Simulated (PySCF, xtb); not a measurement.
Sn(F)2(Br)(NH2) (BrF2H2NSn), SMILES [NH2][Sn]([F])([F])[Br].

GFN2-xTB (xtb 6.7.1) at its own geometry gives an orbital gap of 2.55 eV and a dipole moment of 4.55 D.

Geometry optimised at PBE0-D3(BJ)/def2-SVP. A frequency run showed that this geometry is not a minimum. The structure was generated by enumeration; whether it is a known compound was not checked. The def2 effective core potentials stand for the cores of Sn; spin–orbit coupling is left out. Other conformers were not sampled.

Task: What does PBE0/def2-TZVP in PySCF give? (An estimate is asked for; the answer gives what the named calculation found.)

Result: gap 6.18 eV (levels -8.86 and -2.68 eV), dipole 2.66 D.
